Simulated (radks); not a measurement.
Neutral thallium, configuration [Xe] 4f13 5d10 6s2 6p2 (not the ground configuration). Method: scalar-relativistic Kohn-Sham, BLYP, spin-polarised, spherical densities, point nucleus; open shells are filled with parallel spins first (spin-orbit coupling, left out, can overturn this in heavy ions); computed with a radial shooting solver on a logarithmic mesh with Libxc functionals.

Normalised radial functions P(r) = r R(r), r in bohr:

r           5p up    6p up
0.001858   0.0078   0.0020
0.002538   0.0129   0.0033
0.003468   0.0214   0.0054
0.004738   0.0351   0.0089
0.006524   0.0575   0.0145
0.008913   0.0910   0.0229
0.01218    0.1389   0.0350
0.01664    0.2012   0.0507
0.02273    0.2692   0.0679
0.03105    0.3173   0.0799
0.04242    0.2983   0.0750
0.05841    0.1521   0.0380
0.0798    -0.1202  -0.0308
0.109     -0.3939  -0.0994
0.1489    -0.4071  -0.1015
0.2035     0.0045   0.0040
0.278      0.5475   0.1392
0.3798     0.5693   0.1346
0.523     -0.1759  -0.0652
0.7145    -0.9931  -0.2477
0.9761    -1.1646  -0.1826
1.333     -0.7454   0.1184
1.822     -0.2857   0.4381
2.489     -0.0634   0.5946
3.4       -0.0073   0.5460
4.682     -0.0003   0.3607
6.397     0.0000   0.1719
8.739     0.0000   0.0556
11.94     0.0000   0.0111

5p up: eigenvalue -84.313 eV, 3 radial nodes at r = 0.0704, 0.203, 0.493 bohr, <r> = 0.987 bohr, 90 % of the charge inside 1.42 bohr. 6p up: eigenvalue -3.718 eV, 4 radial nodes at r = 0.0703, 0.202, 0.480, 1.20 bohr, <r> = 3.36 bohr, 90 % of the charge inside 5.14 bohr.
